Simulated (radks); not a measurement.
Results of a calculation; reference values are marked as such.
Question: Al2.5+, configuration [He] 2s2 3s(up 0.5, down 0.5) 2p(up 2.75, down 2.75) (fractional occupations, a model configuration). Level of theory: non-relativistic Kohn-Sham, r2SCAN, spin-polarised, spherical densities, point nucleus; meta-GGA in the generalised Kohn-Sham scheme (a radial shooting solver on a logarithmic mesh with Libxc functionals). Some entries of the table are withheld. Estimate them.

orbital  occ.  eigenvalue (hartree)  <1/r> (bohr^-1)
1s          2             -57.30215            12.58
2s          2                   (1)            2.379
2p        5.5                   (2)              (3)
3s          1              -1.11541              (4)

Answer: 
(1) 2s eigenvalue (hartree): -5.41472
(2) 2p eigenvalue (hartree): -3.96421
(3) 2p <1/r> (bohr^-1): 2.259
(4) 3s <1/r> (bohr^-1): 0.6483
